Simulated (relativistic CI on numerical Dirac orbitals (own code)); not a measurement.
## Spin-allowed bands of a d3 ion in an octahedral site, by hand

Problem. A d3 ion in an octahedral site has a 4A2 ground term and spin-allowed bands at ν1 = 28700 and ν2 = 35754 cm⁻¹ (from a computed ligand-field model). Find Δ and the Racah parameter B, and predict the third band.

Working.
1. The F term splits into A2 (−1.2Δ), T2 (−0.2Δ) and T1 (+0.6Δ), so ν1 = E(T2) − E(A2) = Δ = 28700 cm⁻¹.
2. T1(F) mixes with T1(P), which lies at 15B, through an element 0.4Δ. The two roots, counted from A2, are ν2,3 = ½(15B + 3Δ) ∓ ½√[(15B − Δ)² + 12BΔ].
3. Solving the lower root for B gives B = (2ν1² + ν2² − 3ν1ν2)/(15ν2 − 27ν1) = -152690884/-238590 = 640 cm⁻¹.
4. The sum of the roots is 15B + 3Δ, so ν3 = 15B + 3ν1 − ν2 = 59946 cm⁻¹ (167 nm).

Check. The bands were computed by exact diagonalisation of the d3 shell with B = 640 and Δ = 28700 cm⁻¹, which gives ν3 = 59946 cm⁻¹. C does not enter the terms of highest spin.
